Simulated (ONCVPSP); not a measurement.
# u(r) = r·R(r): atom against pseudo-atom (H)

Columns: radius, all-electron u(r) and pseudo u(r) of the 1s shell (level -6.35 eV) of hydrogen in the configuration 1s1; LDA (Perdew-Wang 92), scalar-relativistic, ONCV scheme, ONCVPSP 4.0.1.

```
r (bohr)  all-electron  pseudo
   0.047        0.0830  0.0680
   0.095        0.1599  0.1361
   0.142        0.2281  0.2005
   0.190        0.2909  0.2631
   0.237        0.3462  0.3213
   0.285        0.3969  0.3772
   0.332        0.4411  0.4285
   0.380        0.4814  0.4767
   0.427        0.5163  0.5191
   0.475        0.5477  0.5567
   0.522        0.5747  0.5873
   0.570        0.5986  0.6122
   0.617        0.6188  0.6309
   0.665        0.6364  0.6455
   0.712        0.6509  0.6567
   0.760        0.6632  0.6661
   0.807        0.6730  0.6741
   0.855        0.6808  0.6811
   0.902        0.6866  0.6866
   0.950        0.6907  0.6907
   0.997        0.6932  0.6932
   1.045        0.6942  0.6942
   1.092        0.6939  0.6939
   1.140        0.6923  0.6923
   1.187        0.6898  0.6897
   1.235        0.6861  0.6861
```

(1) How many radial nodes do the two functions have?

(2) At about which radius was the pseudo-wave matched?

(3) Is the pseudo-wave norm-conserving?

Results:

(1) The all-electron 1s function has n − l − 1 = 0; the pseudo-wave has 0.

(2) 0.95 bohr. The columns agree to 0.0005 from 0.85 bohr on; several derivatives are matched, so the curves merge somewhat inside the radius.

(3) Yes: the ONCV scheme keeps the norm inside the radius equal to the all-electron one, which fixes the energy derivative of the logarithmic derivative at the level.
